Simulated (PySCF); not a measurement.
**Dipole moment and polarisability of `C=C(C)C=C1C=C1`**

C7H8.
Structure used (GFN2-xTB), in Å, numbered top down from 1:
```
atom  x, y, z in Å
C1    -1.8158   -1.4621   -0.5385
C2    -0.8391   -0.7195   -0.0197
C3    -0.4822   -0.7902    1.4361
C4    -0.0735    0.1992   -0.8471
C5     0.9053    0.9659   -0.4021
C6     1.9407    1.9612   -0.5978
C7     1.7842    1.4842    0.6278
H8    -2.0716   -1.4106   -1.5833
H9    -2.3919   -2.1456    0.0610
H10   -0.6044    0.1872    1.9008
H11    0.5573   -1.0933    1.5539
H12   -1.1155   -1.5053    1.9545
H13   -0.3399    0.2432   -1.8949
H14    2.4551    2.6122   -1.2624
H15    2.0866    1.4816    1.6474
```

Level: PBE0/def2-SVPD (PySCF), static field, nuclei fixed, core orbitals frozen in the response. The polarisability tensor in these axes (au):

```
x   97.49 38.69  8.81
y   38.69 86.94  1.20
z    8.81  1.20 77.13
```

Task: What are the eigenvalues, a third of the trace, and Δα (Δα² = ½Σ(αi − αj)² over the three pairs)?

Result: Principal values 52.19, 77.11 and 132.27 au; mean 87.19 au = 12.92 Å³ = 14.38 × 10⁻⁴⁰ C²·m²/J; Δα = 70.98 au (81 % of the mean).

Task: What is the dipole moment, and where does it point?

Result: (2.23, 1.83, 0.72) D, 2.98 D in size, pointing from the negative to the positive side. Measured along this direction, the outermost atoms are H9 at the negative end and H14 at the positive end.

Task: In TDDFT the mean static polarisability is Σ f/ω² over all singlet excitations (ω in hartree). How much of it do the 6 lowest give? Their energies (eV) and oscillator strengths: 3.63, 0.0067; 5.37, 0.0017; 5.52, 0.7317; 5.86, 0.0000; 5.94, 0.0001; 6.14, 0.0000.

Result: They add up to 18.18 au, 20.9 % of the 87.19 au; the largest single term is 17.76 au, from the state at 5.52 eV. Terms in order: 0.38, 0.04, 17.76, 0.00, 0.00, 0.00 au. Higher excitations give the rest. The strengths listed sum to 0.740.

Task: What are the principal values of the traceless quadrupole moment, Θ = ½Σq(3rr − r²1), about the centre of nuclear charge?

Result: -7.88, 1.88, 6.00 D·Å. The values depend on the origin, since the dipole doesn't vanish. The electronic extent ⟨r²⟩ about the same centre is 866 bohr², a root-mean-square distance of 2.20 Å for the 50 electrons.

Task: Give the principal axes and the span of the nuclei along them.

Result: Largest value along (0.75, 0.65, 0.13), where the nuclei span 6.54 Å; middle along (0.03, -0.24, 0.97), 4.13 Å; least along (-0.66, 0.73, 0.20), 1.76 Å. The response follows the extents in order.

The structure is a single GFN2-xTB conformer in the gas phase; no vibrational or solvent corrections.
